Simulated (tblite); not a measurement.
Compound: C5H13GeNSe.
SMILES with atom numbers: `[NH2:1][Ge@@H:2]1[CH2:3][CH2:4][CH2:5][CH2:6][C@@H:7]1[SeH:8]` (hydrogens: H9, H10 on N1; H11 on Ge2; H12, H13 on C3; H14, H15 on C4; H16, H17 on C5; H18, H19 on C6; H20 on C7; H21 on Se8)

Computed with GFN2-xTB (tblite), gas phase: L-BFGS steps from a force-field or distance-geometry start until the largest atomic force falls under 0.01 eV/Å.

Step 6: E = -689.5545 eV
```
atom  x, y, z in Å  |  force x, y, z in eV/Å
N1      0.9517    2.3006    0.6735   -0.054   0.156   0.243
Ge2     0.3598    1.3286   -0.7460    0.024   0.140  -0.004
C3     -1.5351    0.8836   -0.4741   -0.444   0.031  -0.108
C4     -1.6748   -0.1868    0.5998   -0.106  -0.055   0.157
C5     -0.9018   -1.4654    0.2909   -0.009  -0.059  -0.062
C6      0.6139   -1.3228    0.3782    0.218   0.004   0.120
C7      1.1990   -0.4587   -0.7245    0.095  -0.116  -0.050
Se8     3.1615   -0.3047   -0.5501   -0.014   0.196   0.036
H9      0.4618    3.1821    0.7956    0.163  -0.042  -0.077
H10     0.8425    1.8011    1.5529    0.155   0.051  -0.124
H11     0.6361    2.0853   -2.0221    0.077   0.082   0.059
H12    -2.0989    1.7740   -0.1790    0.001  -0.079  -0.015
H13    -1.9799    0.5329   -1.4029   -0.060  -0.067  -0.027
H14    -1.3297    0.2016    1.5622    0.033   0.065   0.026
H15    -2.7342   -0.4371    0.7251    0.038  -0.009  -0.027
H16    -1.1674   -1.8123   -0.7062   -0.061  -0.055  -0.160
H17    -1.2046   -2.2365    1.0022   -0.038  -0.024   0.021
H18     1.0791   -2.3168    0.3451   -0.069   0.007  -0.035
H19     0.8816   -0.8896    1.3437   -0.007   0.046   0.124
H20     1.0368   -0.9308   -1.6949   -0.017  -0.035  -0.076
H21     3.3936   -1.7112   -0.7698    0.077  -0.239  -0.018
```

Step 7: E = -689.5685 eV
```
atom  x, y, z in Å  |  force x, y, z in eV/Å
N1      0.9430    2.3046    0.6672   -0.004   0.109   0.203
Ge2     0.3499    1.3254   -0.7495    0.079   0.253   0.077
C3     -1.5473    0.8817   -0.4794   -0.411  -0.037  -0.040
C4     -1.6778   -0.1876    0.5989   -0.077  -0.074   0.133
C5     -0.9025   -1.4646    0.2891    0.026  -0.049  -0.064
C6      0.6151   -1.3234    0.3784    0.160   0.006   0.124
C7      1.2019   -0.4584   -0.7235    0.072  -0.151  -0.028
Se8     3.1659   -0.3069   -0.5555   -0.001   0.068   0.030
H9      0.4780    3.1962    0.8047    0.118  -0.062  -0.128
H10     0.8591    1.8094    1.5497    0.133   0.018  -0.084
H11     0.6505    2.0994   -2.0094    0.043   0.053   0.031
H12    -2.1171    1.7650   -0.1820    0.016   0.000   0.001
H13    -1.9963    0.5303   -1.4040   -0.055  -0.103  -0.071
H14    -1.3283    0.2012    1.5596    0.022   0.085   0.012
H15    -2.7343   -0.4459    0.7296    0.023   0.017  -0.028
H16    -1.1666   -1.8069   -0.7108   -0.060  -0.081  -0.119
H17    -1.2053   -2.2341    1.0036   -0.032  -0.024  -0.031
H18     1.0741   -2.3207    0.3483   -0.046   0.038  -0.047
H19     0.8793   -0.8894    1.3441    0.005   0.042   0.132
H20     1.0413   -0.9339   -1.6916   -0.033  -0.034  -0.109
H21     3.4086   -1.7245   -0.7682    0.023  -0.072   0.005
```

Step 8: E = -689.5798 eV
```
atom  x, y, z in Å  |  force x, y, z in eV/Å
N1      0.9365    2.3095    0.6645    0.068   0.028   0.084
Ge2     0.3423    1.3268   -0.7506    0.064   0.225   0.128
C3     -1.5637    0.8789   -0.4840   -0.214  -0.085   0.017
C4     -1.6813   -0.1893    0.5997   -0.024  -0.064   0.052
C5     -0.9025   -1.4648    0.2864    0.041  -0.023  -0.045
C6      0.6180   -1.3236    0.3805    0.041   0.013   0.081
C7      1.2056   -0.4604   -0.7232    0.017  -0.102  -0.009
Se8     3.1698   -0.3080   -0.5596    0.015  -0.066   0.017
H9      0.4934    3.2079    0.8101    0.052  -0.012  -0.132
H10     0.8757    1.8163    1.5465    0.107  -0.021   0.009
H11     0.6637    2.1126   -1.9982    0.016   0.037   0.008
H12    -2.1329    1.7582   -0.1842   -0.012   0.070   0.015
H13    -2.0118    0.5259   -1.4069   -0.060  -0.126  -0.089
H14    -1.3268    0.2025    1.5579    0.003   0.083  -0.012
H15    -2.7345   -0.4533    0.7332   -0.016   0.015  -0.003
H16    -1.1670   -1.8037   -0.7168   -0.032  -0.079  -0.040
H17    -1.2065   -2.2326    1.0041   -0.016  -0.023  -0.085
H18     1.0693   -2.3237    0.3502   -0.005   0.043  -0.036
H19     0.8776   -0.8884    1.3473    0.015   0.025   0.108
H20     1.0445   -0.9373   -1.6910   -0.040  -0.024  -0.096
H21     3.4218   -1.7368   -0.7665   -0.020   0.086   0.026
```

Step 9: E = -689.5859 eV
```
atom  x, y, z in Å  |  force x, y, z in eV/Å
N1      0.9345    2.3129    0.6647    0.113  -0.020   0.001
Ge2     0.3389    1.3312   -0.7488    0.015   0.107   0.113
C3     -1.5763    0.8757   -0.4863   -0.034  -0.072   0.025
C4     -1.6836   -0.1913    0.6010    0.005  -0.033  -0.020
C5     -0.9018   -1.4655    0.2841    0.028   0.000  -0.019
C6      0.6204   -1.3233    0.3832   -0.041   0.019   0.028
C7      1.2080   -0.4630   -0.7234   -0.030  -0.022  -0.002
Se8     3.1721   -0.3093   -0.5614    0.017  -0.117   0.009
H9      0.5028    3.2146    0.8105    0.014   0.035  -0.106
H10     0.8870    1.8196    1.5451    0.089  -0.033   0.076
H11     0.6713    2.1208   -1.9919    0.002   0.032   0.002
H12    -2.1420    1.7558   -0.1851   -0.035   0.073   0.011
H13    -2.0216    0.5209   -1.4103   -0.052  -0.116  -0.059
H14    -1.3258    0.2050    1.5569   -0.012   0.064  -0.034
H15    -2.7352   -0.4572    0.7352   -0.040  -0.002   0.026
H16    -1.1678   -1.8035   -0.7210    0.000  -0.060   0.019
H17    -1.2075   -2.2323    1.0027   -0.003  -0.029  -0.106
H18     1.0665   -2.3247    0.3506    0.025   0.033  -0.013
H19     0.8770   -0.8873    1.3515    0.014   0.005   0.064
H20     1.0454   -0.9396   -1.6924   -0.040  -0.007  -0.052
H21     3.4287   -1.7425   -0.7652   -0.037   0.145   0.034
```

**Question.** Estimate the geometry and energy of step 10. (The exact step hangs on the optimiser's Hessian estimate; all steps are aligned on step 9, rigid shifts and turns removed.)

**Answer.** E = -689.5897 eV, largest force 0.134 eV/Å
```
atom  x, y, z in Å  |  force x, y, z in eV/Å
N1      0.9356    2.3148    0.6656    0.125  -0.025  -0.016
Ge2     0.3372    1.3356   -0.7458   -0.024  -0.010   0.060
C3     -1.5847    0.8729   -0.4875    0.064  -0.029   0.006
C4     -1.6851   -0.1932    0.6017    0.004   0.000  -0.054
C5     -0.9010   -1.4660    0.2823    0.004   0.012   0.001
C6      0.6214   -1.3228    0.3854   -0.067   0.021  -0.011
C7      1.2089   -0.4650   -0.7238   -0.056   0.040  -0.001
Se8     3.1737   -0.3117   -0.5620    0.004  -0.093   0.009
H9      0.5087    3.2187    0.8085    0.009   0.037  -0.076
H10     0.8953    1.8209    1.5456    0.077  -0.015   0.093
H11     0.6757    2.1261   -1.9883   -0.009   0.027   0.010
H12    -2.1477    1.7556   -0.1855   -0.037   0.030  -0.005
H13    -2.0281    0.5157   -1.4132   -0.032  -0.089  -0.008
H14    -1.3255    0.2077    1.5556   -0.020   0.041  -0.049
H15    -2.7363   -0.4595    0.7367   -0.041  -0.016   0.043
H16    -1.1683   -1.8047   -0.7232    0.025  -0.038   0.044
H17    -1.2081   -2.2328    0.9999    0.002  -0.042  -0.096
H18     1.0655   -2.3246    0.3504    0.039   0.025   0.006
H19     0.8769   -0.8865    1.3552    0.007  -0.012   0.018
H20     1.0450   -0.9410   -1.6943   -0.038   0.010  -0.004
H21     3.4319   -1.7433   -0.7639   -0.038   0.125   0.030
```

The energy changes by -0.0037 eV. The first-order estimate −F·Δx gives -0.0052 eV and the mean of the old and new forces, exact on a quadratic surface, -0.0037 eV. The step makes an angle of 57° with the force vector and moves no atom by more than 0.009 Å.

The cost below is that of the whole relaxation. Hardware: one thread of an Arm Neoverse V2, on a shared host. Cost: 0.74 s wall.
